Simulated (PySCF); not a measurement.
# Vibration and rotation of CaS⁺

UHF-CCSD(T) constants of CaS⁺, ²Π (doublet), unpaired electrons π ↑ (PySCF, no relativity, basis sets Ca aug-pcseg-1, S aug-pcseg-1; masses 39.9626 and 31.9721 u):

| Property | Result |
| --- | --- |
| ωe | 359.9 cm⁻¹ |
| ωexe | 1.16 cm⁻¹ |
| Be | 0.14513 cm⁻¹ |
| αe | 0.000698 cm⁻¹ |
| D (centrifugal) | 9.44e-08 cm⁻¹ |
| De to Ca⁺ + S | 2.13 eV |

Give the vibrational terms G(v) and spacings up to v = 6.

G(v) = ωe(v+½) − ωexe(v+½)².

```
v  G(v) (cm⁻¹)  G(v) − G(v−1)  Bv (cm⁻¹)
0        179.7                    0.1448
1        537.2          357.6     0.1441
2        892.5          355.3     0.1434
3       1245.4          352.9     0.1427
4       1596.1          350.6     0.1420
5       1944.4          348.3     0.1413
6       2290.3          346.0     0.1406
```

How well does the Morse estimate ωe²/(4ωexe) reproduce De, and what is D0?

It gives 3.46 eV, 162 % of the computed De. D0 = De − G(0) = 2.13 − 0.02 = 2.11 eV.

Correlated steps freeze 10 core orbitals. Correlated levels converge slowly with the basis: in double zeta they bind strong bonds too weakly, by up to about 1 eV, and carry superposition errors of some tenths. For an ion De counts to the pair picked by the measured ionisation energies or electron affinities, which need not be the lowest pair at this level. The state is the lowest determinant that a PBE0 search found; another state may lie lower at other levels.
